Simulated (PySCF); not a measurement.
**Dipole moment and polarisability of `COc1snnc1C`**

C4H6N2OS.
Numbering: `[CH3:1][O:2][c:3]1[s:4][n:5][n:6][c:7]1[CH3:8]` (hydrogens: H9, H10, H11 on C1; H12, H13, H14 on C8)

Cartesian coordinates in Å at the GFN2-xTB level; atoms count from 1:
```xyz
14
C4H6N2OS angstrom
C      2.419   -0.266   -0.039
O      1.056   -0.599   -0.178
C      0.175    0.362    0.108
S      0.550    1.967    0.617
N     -1.078    2.339    0.703
N     -1.819    1.380    0.389
C     -1.208    0.240    0.045
C     -1.959   -0.984   -0.341
H      2.691    0.555   -0.710
H      2.979   -1.161   -0.302
H      2.646    0.027    0.991
H     -2.616   -0.770   -1.182
H     -1.260   -1.769   -0.615
H     -2.574   -1.321    0.491
```

Level: CAM-B3LYP/def2-SVPD (PySCF), static field, nuclei fixed, core orbitals frozen in the response. The polarisability tensor in these axes (au):

```
x   101.96   1.28   1.17
y     1.28  86.93   9.52
z     1.17   9.52  59.24
```

Problem. What are the eigenvalues, a third of the trace, and Δα (Δα² = ½Σ(αi − αj)² over the three pairs)?

Solution. Principal values 56.27, 89.69 and 102.17 au; mean 82.71 au = 12.26 Å³ = 13.64 × 10⁻⁴⁰ C²·m²/J; Δα = 41.10 au (50 % of the mean).

Problem. What is the dipole moment, and where does it point?

Solution. (3.80, -2.54, -0.70) D, 4.62 D in size, pointing from the negative to the positive side. Measured along this direction, the outermost atoms are N6 and N5 at the negative end and H10 at the positive end.

Problem. Find the Langevin capture rate constant for O2+ (31.990 u) meeting this molecule (130.020 u), k = 2.342 × 10⁻⁹ cm³/s × √(α in Å³ / reduced mass in u).

Solution. The reduced mass is 25.67 u, so k = 1.62 × 10⁻⁹ cm³/s. The formula leaves out the permanent dipole, which adds to the capture rate.

Problem. In TDDFT the mean static polarisability is Σ f/ω² over all singlet excitations (ω in hartree). How much of it do the 8 lowest give? Their energies (eV) and oscillator strengths: 4.28, 0.0024; 5.16, 0.0697; 5.46, 0.0008; 5.71, 0.0579; 6.36, 0.0002; 6.48, 0.0023; 6.51, 0.0191; 6.74, 0.0035.

Solution. They add up to 3.80 au, 4.6 % of the 82.71 au; the largest single term is 1.94 au, from the state at 5.16 eV. Terms in order: 0.10, 1.94, 0.02, 1.31, 0.00, 0.04, 0.33, 0.06 au. Higher excitations give the rest. The strengths listed sum to 0.156.

Problem. Refractivity n − 1 of an ideal gas of it at 400 K and 1 atm, from the electronic α?

Solution. N = p/kT = 1.8347 × 10¹⁹ cm⁻³, so n − 1 = 2π × N × 12.26 × 10⁻²⁴ cm³ = 1413 × 10⁻⁶ at long wavelengths, for an ideal gas.

Isolated species at its GFN2-xTB geometry (one conformer only). GFN2-xTB frequencies show an imaginary mode (33i cm⁻¹), so this geometry is no minimum at that level.
